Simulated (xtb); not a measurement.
Species: BI3, SMILES `IB(I)I` (charge 0, multiplicity 1).

**Question.** Give a relaxed geometry from xtb with GFN2-xTB.

**Answer.** the end point of this relaxation (outside a Z-matrix the atoms follow the SMILES, hydrogens last).
Z-matrix (Å, degrees):
```
B
I 1 2.1074
I 1 2.1075 2 119.05
I 1 2.1076 2 119.98 3 -169.52
```
